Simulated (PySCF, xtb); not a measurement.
C₃H₂N₃, SMILES [c]1ncncn1, multiplicity 2.

Harmonic wavenumbers (cm⁻¹) from GFN2-xTB (xtb) at its own minimum, in rising order: 231, 392, 549, 657, 675, 809, 869, 934, 1122, 1129, 1150, 1188, 1233, 1349, 1406, 1602, 3066, 3068.

### Question
What does PBE-D3(BJ)/def2-SVP (PySCF 2.14.0) give at its own minimum? (The exact figures need the calculation; the answer reports its results.)

### Answer
276, 352, 616, 688, 737, 919, 950, 979, 1113, 1164, 1169, 1261, 1366, 1389, 1511, 1564, 3094, 3097. Paired by order, the mean absolute difference is 55 cm⁻¹ and the zero-point energies are 30.6 and 31.8 kcal/mol.
